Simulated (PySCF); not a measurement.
GeH2, SMILES [GeH2] (connectivity only; charge and spin as stated), charge -1, multiplicity 2.

Geometry optimised at TPSSh-D3(BJ)/def2-TZVPD. The spin state was assumed, not searched. The isomer is the one that the SMILES or the coordinates give; other isomers of the formula were not compared.

Method: CAM-B3LYP/def2-TZVPD (PySCF).

 A positive occupied level means that this level leaves the electron formally unbound; only the finite basis holds it.

```json
{
 "total_energy": "-2078.29808 hartree",
 "point_group": "C2v",
 "α spin, highest occupied and lowest empty level": "0.08 and 5.52 eV",
 "β spin, highest occupied and lowest empty level": "-1.47 and 5.18 eV",
 "dipole_moment_about_the_centre_of_nuclear_charge": "0.158 e·Å",
 "mean_static_polarisability": "69.1 bohr³ (10.25 Å³)",
 "polarisability_principal_values": "66.3, 68.2, 72.9 bohr³",
 "⟨S²⟩": "0.755 (pure state 0.75)"
}
```
